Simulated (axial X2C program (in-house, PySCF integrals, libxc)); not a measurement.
## Outer orbitals of RuO⁺ at 1.657 Å, r2SCAN

Computed with an in-house all-electron X2C program for linear molecules (integrals from PySCF). Spin-free means the one-electron spin-free X2C Hamiltonian; two-component (2c) means X2C with spin–orbit coupling and atomic mean-field two-electron Coulomb and Gaunt terms, so the difference of the two also holds small scalar two-electron terms. Basis: Ru dyall-cv3z [12s12p8d5f3g], O dyall-av3z [7s6p3d2f] (cores contracted in-house); Gaussian nuclei, density fitting, unrestricted open shells. Masses: Ru 101.904 u, O 15.995 u.

The distance is close to the 2c PBE0 minimum; the highest filled and lowest empty levels are listed.

Spin-free orbitals, state M_S = 3/2, Λ = 2 (beyond evenly filled blocks: π+α, π-α, δ+α, δ+β, δ-α) (Löwdin shares):

```csv
symmetry,occupied,ε (eV),atomic character
σα,yes,-32.03,"69% O s, 13% Ru d, 7% Ru p"
σβ,yes,-30.65,"67% O s, 14% Ru d, 8% Ru p"
π+α,yes,-17.79,"50% O p, 45% Ru d"
π-α,yes,-17.79,"50% O p, 45% Ru d"
σα,yes,-17.75,"55% O p, 36% Ru d, 6% O s"
σβ,yes,-17.10,"58% O p, 32% Ru d, 6% O s"
π+β,yes,-15.86,"52% O p, 41% Ru d, 2% Ru f"
π-β,yes,-15.86,"52% O p, 41% Ru d, 2% Ru f"
δ-α,yes,-14.60,99% Ru d
δ+α,yes,-14.60,99% Ru d
π-α,yes,-13.00,"50% Ru d, 37% O p, 5% Ru p"
π+α,yes,-13.00,"50% Ru d, 37% O p, 5% Ru p"
δ+β,yes,-12.50,99% Ru d
δ-β,no,-12.50,99% Ru d
σα,no,-11.91,"37% Ru s, 31% Ru d, 26% O p"
σβ,no,-10.89,"36% Ru d, 33% Ru s, 25% O p"
π-β,no,-10.31,"53% Ru d, 32% O p, 7% Ru p"
π+β,no,-10.31,"53% Ru d, 32% O p, 7% Ru p"
```

A filled and an empty partner (Λ and −Λ, same spin) share one energy because the functional has no current term.

Spinors with spin–orbit coupling (state Ω = 7/2):

```
   ω  occupied  ε (eV)             atomic character     λ mixture
 1/2       yes  -32.02   69% O s, 13% Ru d, 7% Ru p        100% σ
-1/2       yes  -30.65   67% O s, 14% Ru d, 8% Ru p        100% σ
-1/2       yes  -17.82            50% O p, 46% Ru d   99% π, 1% σ
 3/2       yes  -17.75            50% O p, 45% Ru d        100% π
 1/2       yes  -17.74    54% O p, 36% Ru d, 6% O s        100% σ
-1/2       yes  -17.09    58% O p, 32% Ru d, 6% O s   99% σ, 1% π
 1/2       yes  -15.89   52% O p, 42% Ru d, 2% Ru f        100% π
-3/2       yes  -15.83   52% O p, 42% Ru d, 2% Ru f        100% π
-3/2       yes  -14.71                     98% Ru d  100% δ, 0% π
 5/2       yes  -14.46                     99% Ru d        100% δ
-1/2       yes  -13.04   50% Ru d, 37% O p, 5% Ru p        100% π
 3/2       yes  -12.96   54% Ru d, 34% O p, 5% Ru p   92% π, 8% δ
 3/2       yes  -12.59             95% Ru d, 3% O p   92% δ, 8% π
-5/2        no  -12.37                     99% Ru d        100% δ
 1/2        no  -11.90  37% Ru s, 31% Ru d, 26% O p        100% σ
-1/2        no  -10.87  36% Ru d, 33% Ru s, 25% O p        100% σ
 1/2        no  -10.36   53% Ru d, 32% O p, 7% Ru p   99% π, 1% σ
```

Task: How does the gap between the highest filled and lowest empty level change from the spin-free to the 2c table?

Result: From 0.00 to 0.22 eV at r2SCAN, a change of 0.22 eV.

Mulliken charges and populations of the two-component result (they depend on the basis, above all on diffuse functions):

Ru 1.27 e (s 8.00 p 18.08 d 16.59 f 0.06 g 0.01), O -0.27 e (s 3.97 p 4.23 d 0.05 f 0.01). ⟨Lz⟩ = 2.00 ħ and ⟨Sz⟩ = 1.50 ħ (1.13 and 0.37 on the two atoms), which add up to Ω.

The state is a single determinant with fixed occupations, the lowest that a limited PBE0 search found. Density functionals use the spin component along the axis (collinear). Other states lie close and PBE0, whose exact exchange favours high spin, may order them wrongly; the determinant shown need not be the ground state. The nearest other spin-free determinant of the search, M_S = 1/2, Λ = 1, lies 0.26 eV up at the distance of the search. The functionals have no current-density term, which raises determinants with orbital currents, atoms included. With several unpaired electrons one determinant need not be a pure state.
